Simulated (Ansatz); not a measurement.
Input and output for MoO₃.

```yaml
crystal:
  periodic: [false, false, false]
  atoms:
    - {symbol: Mo, position_ang: [-0.003911, 0.002633, 0.424154]}
    - {symbol: O, position_ang: [1.609150, -0.027603, -0.126332]}
    - {symbol: O, position_ang: [-0.779396, 1.404918, -0.157340]}
    - {symbol: O, position_ang: [-0.825833, -1.379948, -0.140482]}
basis:
  gaussian: {orbitals: def2-TZVP}
hamiltonian: {xc: {name: HF}}
correlation: {active_space: {window: {electrons: 2, orbitals: 1}}}
output: {forces: true}
```

```sh
$ ansatz run in.yaml --threads 4 --pin off --events-out ev --progress --plain --max-ram 3916MiB
```

Shortened log:

```
Functional definition: HF
978 factors; integrals over basis functions are off by at most 5.2e-4 eV
mean field evaluation 1: about -7932.6775 eV, gradient 9.6e1 eV
mean field evaluation 2: about -7932.9381 eV, gradient 9.7e1 eV
mean field evaluation 4: about -7950.0016 eV, gradient 8.6e0 eV
mean field evaluation 8: about -7950.2211 eV, gradient 1.1e0 eV
mean field evaluation 16: about -7950.2353 eV, gradient 2.4e-6 eV
mean field evaluation 32: about -7941.2230 eV, gradient 5.4e0 eV
mean field -7950.23528553 eV, -292.1657578801 hartree, gradient 2.7e-6 eV, S^2 0.000000; 0 other end points of the search recorded, 0 dependent functions left out
reference -7950.23528553 eV, -292.1657578801 hartree; 19, 19 occupied and 114, 114 virtual orbitals, 978 factors
state -7950.23528553 eV, -292.1657578801 hartree
Total energy: -7950.23528553 eV, -292.1657578801 hartree
Atom 0 at    -0.003911     0.002633     0.424154 Å, force     0.039363    -0.026533    -4.294634 eV/Å
Atom 1 at     1.609150    -0.027603    -0.126332 Å, force    -2.525741     0.050667     1.407959 eV/Å
Atom 2 at    -0.779396     1.404918    -0.157340 Å, force     1.206959    -2.187839     1.456534 eV/Å
Atom 3 at    -0.825833    -1.379948    -0.140482 Å, force     1.279420     2.163706     1.430141 eV/Å
Dipole moment:    -0.011480     0.007701     1.241570 e Å
```

Run time 0.95 s (4 threads of AMD EPYC 9B45 on a shared host).

In the def2 sets Mo takes a core potential; there is no spin–orbit coupling. The restricted singlet is unstable towards broken spin symmetry in Hartree–Fock (as tested in another run); at RHF-D3(BJ)/def2-TZVP this wasn't settled.
